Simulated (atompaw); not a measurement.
## u(r) = r·R(r): atom against pseudo-atom (Ag (Z = 47))

Columns: radius, all-electron u(r) and pseudo u(r) of the 5s shell (level -4.40 eV) of silver in the configuration [Ar] 3d10 4s2 4p6 4d10 5s1 5p0; PBE, scalar-relativistic, PAW (atompaw) scheme, atompaw 4.2.0.5.

| r (bohr) | all-electron | pseudo |
| --- | --- | --- |
| 0.073 | -0.1005 | -0.0315 |
| 0.146 | -0.0240 | -0.0617 |
| 0.219 | 0.1322 | -0.0891 |
| 0.292 | 0.1666 | -0.1125 |
| 0.365 | 0.0948 | -0.1309 |
| 0.438 | -0.0204 | -0.1433 |
| 0.512 | -0.1326 | -0.1489 |
| 0.585 | -0.2138 | -0.1471 |
| 0.658 | -0.2582 | -0.1378 |
| 0.731 | -0.2674 | -0.1208 |
| 0.804 | -0.2472 | -0.0966 |
| 0.877 | -0.2050 | -0.0655 |
| 0.950 | -0.1481 | -0.0282 |
| 1.023 | -0.0822 | 0.0143 |
| 1.096 | -0.0124 | 0.0610 |
| 1.169 | 0.0581 | 0.1107 |
| 1.242 | 0.1267 | 0.1620 |
| 1.315 | 0.1917 | 0.2139 |
| 1.388 | 0.2522 | 0.2650 |
| 1.462 | 0.3084 | 0.3150 |
| 1.535 | 0.3584 | 0.3613 |
| 1.608 | 0.4030 | 0.4041 |
| 1.681 | 0.4425 | 0.4428 |
| 1.754 | 0.4768 | 0.4769 |
| 1.827 | 0.5065 | 0.5065 |
| 1.900 | 0.5319 | 0.5319 |

Problem. How many radial nodes do the two functions have?

Solution. The all-electron 5s function has n − l − 1 = 4 (the table is too coarse to show those close to the nucleus); the pseudo-wave has 1, since 1 lower shell of the same l stays in the valence.

Problem. Is the pseudo-wave norm-conserving?

Solution. No, it belongs to a PAW set: the norm inside the radius is not constrained, and the difference is carried by the augmentation charge.
